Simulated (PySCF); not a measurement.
Exact simulation of a proton spin system

Molecule: `N#C/C(F)=C(\F)C(F)F`, C4HF4N.

Cartesian coordinates in Å; atom numbers follow the order of the lines, from 1:
```xyz
10

N     3.3940   -0.2715   -0.3140
C     2.3039    0.0325   -0.1512
C     0.9490    0.4132    0.0514
F     0.7422    1.6728    0.4266
C    -0.0880   -0.4223   -0.1173
F     0.1259   -1.6852   -0.4954
C    -1.5451   -0.0732    0.0831
F    -1.9141    0.9388   -0.7307
F    -1.7712    0.3435    1.3471
H    -2.1878   -0.9437   -0.1221
```

Isolated molecule, a single conformation, fast rotation and ring inversion assumed for equivalent nuclei, non-relativistic Hamiltonian. Coordinates at the GFN2-xTB level; NMR shieldings at PBE0/pcSseg-1/GIAO; couplings computed with B3LYP/pcJ-1 (spin–dipole term only in couplings to heteroatoms); PySCF 2.14.

Referencing at the same level of theory: $^{1}$H vs TMS.

The 5-spin Hamiltonian (Zeeman plus full scalar coupling among like nuclei) was diagonalised exactly; lines are Lorentzian, 0.7 Hz wide, and the maxima above 3 % are listed with the tallest set to 100.

Peak list at 500 MHz for the spins F4/F6/F8/F9/H10:
δ in ppm (height): 6.824 (50), 6.821 (50), 6.805 (50), 6.802 (50), 6.711 (100), 6.708 (100), 6.692 (100), 6.689 (100), 6.598 (50), 6.595 (50), 6.580 (50), 6.577 (50)

**Question.** Extract the chemical shifts and coupling constants behind this pattern (give the signs of the calculation).

**Answer.** 
Shifts (ppm): F4 -165.0, F6 -145.2, F8/F9 -131.8, H10 6.70.
Couplings (Hz): F4–F6: -172.0; F4–F8, F4–F9: 3.1; F4–H10: -1.5; F6–F8, F6–F9: -9.3; F6–H10: 9.4; F8–F9: 309.0; F8–H10, F9–H10: 56.3.
These are the parameters used. A line list fixes at most the relative signs, and those only where coupling is strong; other parameter sets or atom labellings may fit too, and couplings well below the line width leave little trace.

Vicinal couplings across rotatable single bonds and in flexible rings belong to the one computed conformer; a conformer average would change them.
